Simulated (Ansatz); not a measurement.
Gas-phase electronic energies from Ansatz, PBE0-D4/def2-TZVP geometries. CBS: MP2 limit from def2 TZ/QZ plus the TZ coupled-cluster correction, frozen cores. This one scheme is used for every species. Functionals use def2-TZVPP. B3LYP here is the variant with VWN-RPA as its local correlation; programs differ in this. HSE06 is defined as in plane-wave codes. For Se outer-core shells are correlated without core-valence functions, which leaves a few kJ/mol of doubt a bond. Scalar relativity is left out up to krypton. Each species was taken in one conformer, which may not be the lowest.

Consider the formal exchange of groups at the Se–P bond: `OP(O)[SeH]` + `NBF` → `NB(F)[SeH]` + `OPO`.

`OP(O)[SeH]`:

Cartesian coordinates in Å:
```
O -0.134 0.815 1.235
P 0.826 -0.052 0.246
O 0.577 0.955 -1.007
Se -0.522 -1.857 -0.249
H -0.303 0.339 2.054
H 1.230 0.803 -1.697
H -1.674 -1.004 -0.582
```

`NBF`:

Z-matrix (Å, degrees):
```
N
B 1 1.389
H 1 1.006 2 122.9
H 1 1.004 2 122.4 3 -180.0
F 2 1.337 1 119.2 3 0.0
H 2 1.196 1 121.8 3 -180.0
```

`NB(F)[SeH]`:

```xyz
7

N    -0.598    0.793    0.725
B     0.187    0.090   -0.186
F     1.017    0.761   -0.988
Se    0.096   -1.871   -0.315
H    -1.244    0.360    1.358
H    -0.552    1.796    0.792
H     1.094   -1.929   -1.386
```

`OPO`:

Cartesian coordinates in Å:
```
O -0.238 0.761 0.973
P 0.609 -0.444 0.236
O 0.312 -0.223 -1.352
H 0.343 1.491 1.201
H -0.402 -1.413 0.517
H -0.624 -0.172 -1.576
```

```json
{"level": "revPBE-D4", "ΔE (kcal/mol)": "-1.8", "difference from CCSD(T)/CBS": "2.8"}
{"level": "r2SCANh-D4", "ΔE (kcal/mol)": "-3.2", "difference from CCSD(T)/CBS": "1.4"}
{"level": "BHLYP-D4", "ΔE (kcal/mol)": "-4.2", "difference from CCSD(T)/CBS": "0.4"}
{"level": "CAM-B3LYP-D4", "ΔE (kcal/mol)": "-4.4", "difference from CCSD(T)/CBS": "0.2"}
{"level": "B2PLYP", "ΔE (kcal/mol)": "-4.0", "difference from CCSD(T)/CBS": "0.6"}
{"level": "PBE0", "ΔE (kcal/mol)": "-4.0", "difference from CCSD(T)/CBS": "0.6"}
{"level": "B3LYP", "ΔE (kcal/mol)": "-3.2", "difference from CCSD(T)/CBS": "1.4"}
{"level": "r2SCAN0", "ΔE (kcal/mol)": "-4.0", "difference from CCSD(T)/CBS": "0.6"}
{"level": "HSE06", "ΔE (kcal/mol)": "-3.8", "difference from CCSD(T)/CBS": "0.8"}
{"level": "LC-ωPBE", "ΔE (kcal/mol)": "-6.6", "difference from CCSD(T)/CBS": "-2.0"}
{"level": "CCSD/def2-SVP", "ΔE (kcal/mol)": "-8.9", "difference from CCSD(T)/CBS": "-4.3"}
{"level": "SCS-MP2/def2-TZVPP", "ΔE (kcal/mol)": "-6.0", "difference from CCSD(T)/CBS": "-1.4"}
{"level": "CCSD(T)/def2-TZVPP", "ΔE (kcal/mol)": "-6.0", "difference from CCSD(T)/CBS": "-1.4"}
{"level": "HF/def2-QZVPP", "ΔE (kcal/mol)": "-6.6", "difference from CCSD(T)/CBS": "-2.0"}
{"level": "HF/CBS(def2)", "ΔE (kcal/mol)": "-6.5", "difference from CCSD(T)/CBS": "-1.9"}
{"level": "CCSD/CBS(def2)", "ΔE (kcal/mol)": "-5.3", "difference from CCSD(T)/CBS": "-0.7"}
{"level": "CCSD(T)/CBS", "ΔE (kcal/mol)": "-4.6", "difference from CCSD(T)/CBS": "0"}
```

Largest T1 diagnostic among the species: 0.013.

From r2SCAN to r2SCAN0 (25 % exact exchange), in def2-TZVPP and without D4, ΔE moves by −1.3 kcal/mol. In def2-TZVPP, CCSD(T) changes the Hartree–Fock value by +0.8 kcal/mol (the triples alone add +0.7 kcal/mol) and MP2 by +1.2 kcal/mol.
